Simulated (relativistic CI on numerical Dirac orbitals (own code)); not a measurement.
d1 to d9 in one tetrahedral field

Computed with a parametric ligand-field model without spin-orbit coupling, by exact diagonalisation: B = 680, C = 3200, 10Dq = -5000 cm⁻¹ (Td; |10Dq|/B = 7.4) for every shell. Energies in cm⁻¹; the field energy is (0.6 n_e − 0.4 n_t2) × 10Dq of the ground term; g labels are left out.

| Shell | Ground term | Electrons in e | Field energy | First spin-allowed bands | Lowest term of other spin |
| --- | --- | --- | --- | --- | --- |
| d1 | 2E | 1.000 | -3000 | 2T2 5000 |  |
| d2 | 3A2 | 2.000 | -6000 | 3T2 5000, 3T1 8482 | 1E 11344 |
| d3 | 4T1 | 1.903 | -3516 | 4T2 4296, 4A2 9296 | 2E 9542 |
| d4 | ? | ? | ? | ? | ? |
| d5 | 6A1 | 2.000 | 0 | none | 4T1 19798 |
| d6 | 5E | 3.000 | -3000 | 5T2 5000 | 3T1 12744 |
| d7 | 4A2 | 4.000 | -6000 | 4T2 5000, 4T1 8482 | 2E 14004 |
| d8 | 3T1 | 3.903 | -3516 | 3T2 4296, 3A2 9296 | 1T2 10780 |
| d9 | 2T2 | 4.000 | -2000 | 2E 5000 |  |

(1) Fill in the row of d4.

Results:

(1) Ground term: 5T2; Electrons in e: 2.000; Field energy: -2000; First spin-allowed bands: 5E 5000; Lowest term of other spin: 3T1 12322. Every shell keeps the spin of the free ion. Tetrahedral fields of 3d complexes are almost always too weak to pair spins. High-spin d^(n+5) repeats the spin-allowed bands of d^n, since the half-filled shell is spherical.
